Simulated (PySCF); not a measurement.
Highest harmonic wavenumber (cm⁻¹) of eight halogen compounds: PBE-D3(BJ) beside B3LYP-D3(BJ), computed with PySCF for isolated molecules in the bases named; differences from unrounded values. The eight are the first of their class met in an unordered collection, after screening for sound electronic states; none was chosen by its value. Each level has its own optimised geometry.

```csv
molecule,basis,B3LYP-D3(BJ),PBE-D3(BJ),difference
"C5H4F2O, SMILES C=C=CO/C(F)=C\F",def2-SVP,3234,3157,-77
"2-bromopropane (C3H7Br), SMILES CC(Br)C",def2-SVP,3141,3086,-55
"1,1-dichloro-3,3-difluoroprop-1-ene (C₃H₂Cl₂F₂), SMILES FC(F)C=C(Cl)Cl",def2-SVP,3201,3139,-63
"C4H3Br, SMILES C#CC(=C)Br",def2-SVP,3469,3406,-63
"Se(Br)(Me) (CH3BrSe), SMILES C[Se]Br",def2-SVP,3179,3116,-62
"C4H2BrF, SMILES C#C/C(F)=C\Br",def2-SVP,3468,3404,-64
"1,1,2-trichloro-2-fluoroethene (C2Cl3F), SMILES FC(Cl)=C(Cl)Cl",def2-SVP,1709,1653,-56
"(E)-2-chloro-1,3,3-trifluoroprop-1-ene (C3H2ClF3), SMILES FC(/C(Cl)=C\F)F",def2-SVP,3206,3126,-80
```

PBE-D3(BJ) lies below B3LYP-D3(BJ) in 8 and above it in 0 of the eight; the mean signed difference is -65 and the largest -80 cm⁻¹.
